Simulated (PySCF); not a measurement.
Löwdin shares of the frontier orbitals

Compound: C4H6F4O.
Cartesian coordinates in Å at the GFN2-xTB level; atoms count from 1:
```xyz
15
C4H6F4O angstrom
C      2.3171   -0.1151    0.4371
C      1.1040    0.1544   -0.4352
F      1.1396   -0.6626   -1.5424
C     -0.2175   -0.1487    0.2862
F     -0.1781    0.3471    1.5634
O     -1.2502    0.4563   -0.4120
C     -2.5227    0.1516   -0.0357
F     -3.0122    1.0630    0.8270
F     -3.3077    0.2017   -1.1181
H      2.3131   -1.1479    0.7771
H      2.3052    0.5462    1.2976
H      3.2194    0.0610   -0.1418
H      1.0775    1.1851   -0.8066
H     -0.3689   -1.2378    0.3838
H     -2.6229   -0.8463    0.4336
```

Level of theory: TDDFT B3LYP/def2-SVPD, vertical, gas phase, core orbitals frozen in the response (PySCF 2.14.0, density-fitted response routines).

Frontier orbitals with the atoms that hold most of them (Löwdin shares over 4%, at most four atoms; ? is withheld):

| orbital | ε (eV) | atoms |
| --- | --- | --- |
| HOMO-3 | -10.58 | O6 28%, F8 14%, F5 10%, C7 10% |
| HOMO-2 | -10.12 | O6 38%, F3 15%, C1 10%, C2 9% |
| HOMO-1 | -9.96 | ? |
| HOMO | -9.55 | C4 16%, O6 16%, F3 16%, C2 14% |
| LUMO | ? | ? |
| LUMO+1 | 0.49 | C1 22%, H12 12%, C2 10%, H13 10% |
| LUMO+2 | 0.85 | F3 15%, O6 13%, C2 11%, C7 9% |

(1) Give the leading atoms of the HOMO-1.

(2) Which atoms hold the LUMO, and with what shares?

(3) What is the LUMO energy, and the HOMO–LUMO gap?

Answers

(1) F3 (bonded to C) 31%; O6 (bonded to 2 C) 16%; C2 (bonded to 2 C, F and H) 16%; C1 (bonded to C and 3 H) 12%. By element: fluorine 31% or more, carbon 27% or more, oxygen 16%.

(2) H14 (bonded to C) 19%; H15 (bonded to C) 16%; C4 (bonded to C, F, O and H) 15%; C7 (bonded to 2 F, O and H) 12%. By element: hydrogen 35% or more, carbon 26% or more.

(3) ε(LUMO) = 0.26 eV; the gap is 9.82 eV (0.3608 hartree).

How does S1 compare with the orbital gap of 9.82 eV?

S1 is at 8.88 eV (f = 0.057), 0.94 eV below the gap, made of HOMO→LUMO (92%). Without the coupling terms of the response equations the lowest excitation would equal the gap.

One configuration dominates each of S1, S2 and S5. Which, and how do the shares of the two leading atoms of either orbital change from the occupied to the empty one?

- S1 (8.88 eV, f 0.057), HOMO→LUMO (92%): C4 16% → 15%, O6 16% → at most 12%, H14 at most 15% → 19%, H15 at most 15% → 16%
- S2 (9.14 eV, f 0.0089), HOMO→LUMO+1 (92%): C4 16% → at most 10%, O6 16% → at most 10%, C1 at most 15% → 22%, H12 at most 15% → 12%
- S5 (9.45 eV, f 0.017), HOMO-2→LUMO (78%): O6 38% → at most 12%, F3 15% → at most 12%, H14 at most 10% → 19%, H15 at most 10% → 16%

Löwdin shares depend on the basis, the more so with diffuse functions.

One conformer stands for the species.

Without π bonds the low states are Rydberg-like; a valence basis with one diffuse set may place them up to an eV too high.
